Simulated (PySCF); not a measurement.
Isomers of C8H7PSe, from PBE0-D3(BJ)/def2-SVP geometry optimisation, gas phase in PySCF 2.14.0. One conformer each, no zero-point energy, no frequencies.

Problem. Which isomer lies lower at this level?
A. `[CH:1]#[C:2][P@@H:3](=[Se:4])[c:5]1[cH:6][cH:7][cH:8][cH:9][cH:10]1` with C2–P3–C5–C6 -129°: A = 1329, B = 524.7, C = 397.5 MHz, dipole 4.54 D
B. `[CH:1]#[C:2][P:3]1(=[Se:4])[C:5]([CH:6]=[CH2:7])=[C:8]1[CH:9]=[CH2:10]` with P3–C5–C6–C7 5°, C5–C8–C9–C10 -175°: A = 801.3, B = 611.3, C = 529.2 MHz, dipole 4.73 D

Solution. A. That is `C#C[P@@H](=[Se])c1ccccc1`, 67.1 kcal/mol below the other.

| SMILES | mapped SMILES | E (Eh) | relative (kcal/mol) | relative (kJ/mol) | dipole (D) |
| --- | --- | --- | --- | --- | --- |
| C#C[P@@H](=[Se])c1ccccc1 | [CH:1]#[C:2][P@@H:3](=[Se:4])[c:5]1[cH:6][cH:7][cH:8][cH:9][cH:10]1 | -3050.52500 | 0.0 | 0.0 | 4.54 |
| C#CP1(=[Se])C(C=C)=C1C=C | [CH:1]#[C:2][P:3]1(=[Se:4])[C:5]([CH:6]=[CH2:7])=[C:8]1[CH:9]=[CH2:10] | -3050.41801 | 67.1 | 280.9 | 4.73 |

As drawn, the lower has an aromatic ring, which the higher lacks; the higher has a three-membered ring and a C=C bond outside aromatic rings, which the lower lacks.
